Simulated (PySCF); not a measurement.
Sn(OH) (HOSn), SMILES [Sn][OH] (connectivity only; charge and spin as stated), neutral, multiplicity 2.

Coordinates come from a r2SCAN-D4/def2-TZVP optimisation. The def2 effective core potentials stand for the cores of Sn; spin–orbit coupling is left out.

Two levels are set side by side: PBE/def2-TZVPD (PySCF) and PBE0/def2-TZVPD (PySCF). Same geometry, gas phase. Differences are taken from unrounded values.

```json
[
 {"quantity": "α-spin orbital gap (eV)", "PBE0": "2.07"},
 {"quantity": "β-spin orbital gap (eV)", "PBE0": "5.97"},
 {"quantity": "dipole moment (D)", "PBE0": "1.59"},
 {"quantity": "mean polarisability (bohr³)", "PBE0": "55.6"}
]
```

Question: What does PBE give, and how far is it from PBE0? (The exact figures need the calculation; the answer reports its results.)

Answer: 
| quantity | PBE | PBE minus PBE0 |
|---|---|---|
| α-spin orbital gap (eV) | 0.39 | -1.68 |
| β-spin orbital gap (eV) | 4.07 | -1.90 |
| dipole moment (D) | 1.44 | -0.16 |
| mean polarisability (bohr³) | 58.8 | 3.2 |

Loosely held outer electrons make PBE densities more polarisable. Differences between two approximate levels are no errors against the true value.

Rough cost on one machine, each run with all the roots and properties that it gave: PBE0 against PBE within a factor of 2.
